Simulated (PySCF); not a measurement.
Compound: 1,8-naphthyridine, C8H6N2.
Numbering: `[cH:1]1[cH:2][n:3][c:4]2[n:5][cH:6][cH:7][cH:8][c:9]2[cH:10]1` (hydrogens: H11 on C1; H12 on C2; H13 on C6; H14 on C7; H15 on C8; H16 on C10)

The same species was optimised twice, with GFN2-xTB and with PBE0-D3(BJ)/def2-SVP (PySCF), and the same property calculations (PySCF, gas phase) were run on both structures.

```tsv
coordinate	GFN2-xTB	PBE0-D3(BJ)/def2-SVP	change
C1–C2 (Å)	1.408	1.418	+0.010
C6–C7 (Å)	1.408	1.418	+0.010
N3–C4 (Å)	1.345	1.354	+0.009
C4–N5 (Å)	1.345	1.354	+0.009
C2–N3 (Å)	1.302	1.309	+0.007
N5–C6 (Å)	1.302	1.309	+0.007
C9–C10 (Å)	1.409	1.415	+0.006
C8–C9 (Å)	1.409	1.415	+0.006
C7–C8 (Å)	1.368	1.372	+0.004
C1–C10 (Å)	1.368	1.372	+0.004
C4–C9 (Å)	1.428	1.431	+0.003
C8–C9–C10 (°)	124.2	123.6	-0.6
C4–C9–C8 (°)	117.9	118.2	+0.3
C4–N5–C6 (°)	118.7	118.4	-0.3
C4–C9–C10 (°)	117.9	118.2	+0.3
C2–N3–C4 (°)	118.6	118.4	-0.2
N5–C6–C7 (°)	124.3	124.4	+0.1
C2–C1–C10 (°)	118.5	118.4	-0.1
C1–C2–N3 (°)	124.3	124.4	+0.1
```

Rotational constants: A = 3235, B = 1325, C = 940.1 MHz (GFN2-xTB) against A = 3199, B = 1312, C = 930.5 MHz (PBE0-D3(BJ)/def2-SVP). Point groups within 0.08 Å: C2v and C2v.

On the GFN2-xTB structure: lowest singlet, TDDFT (eV) 4.10 [CAM-B3LYP/def2-SVPD]; lowest triplet, Tamm–Dancoff (eV) 3.44 [CAM-B3LYP/def2-SVPD]; isotropic polarisability (au) 103.7 [CAM-B3LYP/def2-SVPD]; HOMO (eV) -8.68 [CAM-B3LYP/def2-SVPD]; LUMO (eV) -0.97 [CAM-B3LYP/def2-SVPD]; dipole (D) 4.31 [CAM-B3LYP/def2-SVPD]; HOMO (eV) -7.24 [PBE0/pcSseg-1]; LUMO (eV) -1.98 [PBE0/pcSseg-1]; dipole (D) 4.26 [PBE0/pcSseg-1]; GIAO shielding of C1/C7 (mean) (ppm) 60.4 [PBE0/pcSseg-1]; GIAO shielding of C2/C6 (mean) (ppm) 28.2 [PBE0/pcSseg-1]; GIAO shielding of N3/N5 (mean) (ppm) -99.2 [PBE0/pcSseg-1]; GIAO shielding of C4 (ppm) 26.9 [PBE0/pcSseg-1]; GIAO shielding of C8/C10 (mean) (ppm) 43.8 [PBE0/pcSseg-1]; GIAO shielding of C9 (ppm) 60.4 [PBE0/pcSseg-1].

Question: What do these properties become on the PBE0-D3(BJ)/def2-SVP structure?

Answer: 
```tsv
property	level	on GFN2-xTB	on PBE0-D3(BJ)/def2-SVP	change
lowest singlet, TDDFT (eV)	CAM-B3LYP/def2-SVPD	4.10	4.11	+0.01
lowest triplet, Tamm–Dancoff (eV)	CAM-B3LYP/def2-SVPD	3.44	3.40	-0.04
isotropic polarisability (au)	CAM-B3LYP/def2-SVPD	103.7	105.2	+1.5
HOMO (eV)	CAM-B3LYP/def2-SVPD	-8.68	-8.71	-0.03
LUMO (eV)	CAM-B3LYP/def2-SVPD	-0.97	-1.00	-0.03
dipole (D)	CAM-B3LYP/def2-SVPD	4.31	4.35	+0.04
energy, GFN2-xTB geometry as zero (kcal/mol)	CAM-B3LYP/def2-SVPD	0.0	-0.6	-0.6
HOMO (eV)	PBE0/pcSseg-1	-7.24	-7.28	-0.04
LUMO (eV)	PBE0/pcSseg-1	-1.98	-2.01	-0.03
dipole (D)	PBE0/pcSseg-1	4.26	4.30	+0.04
energy, GFN2-xTB geometry as zero (kcal/mol)	PBE0/pcSseg-1	0.0	-0.3	-0.3
GIAO shielding of C1/C7 (mean) (ppm)	PBE0/pcSseg-1	60.4	57.9	-2.5
GIAO shielding of C2/C6 (mean) (ppm)	PBE0/pcSseg-1	28.2	25.8	-2.4
GIAO shielding of N3/N5 (mean) (ppm)	PBE0/pcSseg-1	-99.2	-102.6	-3.4
GIAO shielding of C4 (ppm)	PBE0/pcSseg-1	26.9	24.7	-2.2
GIAO shielding of C8/C10 (mean) (ppm)	PBE0/pcSseg-1	43.8	42.0	-1.8
GIAO shielding of C9 (ppm)	PBE0/pcSseg-1	60.4	59.1	-1.3
```

The heavy atoms differ by 0.010 Å rms after alignment. Among bonds between heavy atoms C1–C2, N3–C4, C4–N5 and C6–C7 change most and about equally (+0.009 to +0.010 Å). Changes are differences of the printed values. Neither structure is proved a minimum here.
